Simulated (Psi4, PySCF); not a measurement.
H2MgOSe (SMILES [OH][Mg][SeH]), singlet, geometry from GFN2-xTB (such geometries of metal compounds can be far from the true shape). Base run: PySCF with B3LYP/6-31G, TDA.

Here is a job for PySCF.
```python
from pyscf import gto, scf, dft, tdscf

mol = gto.M(
    atom='''
Mg    0.89902120   -0.75009780   -0.18099896
O     2.15563891   -1.84660381   -0.35303935
H     2.86421580   -2.46853817   -0.44391491
Se   -0.87419050    0.76397967    0.11770526
H    -1.17510445    0.26723355    1.43823832
''',
    basis='6-31g',
    verbose=4,
)

mf = dft.RKS(mol)
mf.xc = 'b3lyp'
mf.kernel()
td = mf.TDA()
td.nstates = 5
td.kernel()
td.analyze()
```

Programs used: Psi4, PySCF; a row that names a program was run with it.

Variants of this job, named by their change:

| change | first excitation (eV) | oscillator strength of the first | second (eV) |
|---|---|---|---|
| base | 4.09 | 0.042 | 5.28 |
| nstates = 10 | 4.09 | 0.042 | 5.28 |
| code = psi4 | 4.09 | 0.042 | 5.28 |
| functional = m062x | 4.35 | 0.047 | 5.70 |
| functional = wb97x | ___ | 0.056 | ___ |
| functional = lc_wpbe | ___ | 0.056 | ___ |
| conv_tol = 1e-3 | 4.09 | 0.042 | 5.28 |
| functional = blyp | 3.70 | 0.031 | 4.58 |
| nstates = 15 | 4.09 | 0.042 | 5.28 |
| functional = pbe0 | 4.33 | 0.048 | 5.51 |
| functional = hf | ___ | ___ | ___ |

### Question
Fill in the missing entries.

### Answer

- functional = wb97x, first excitation (eV): 4.66
- functional = wb97x, second (eV): 5.96
- functional = lc_wpbe, first excitation (eV): 4.98
- functional = lc_wpbe, second (eV): 6.20
- functional = hf, first excitation (eV): 5.20
- functional = hf, oscillator strength of the first: 0.076
- functional = hf, second (eV): 6.54

An iterative solver can miss low states, so a row lists the states that it found.
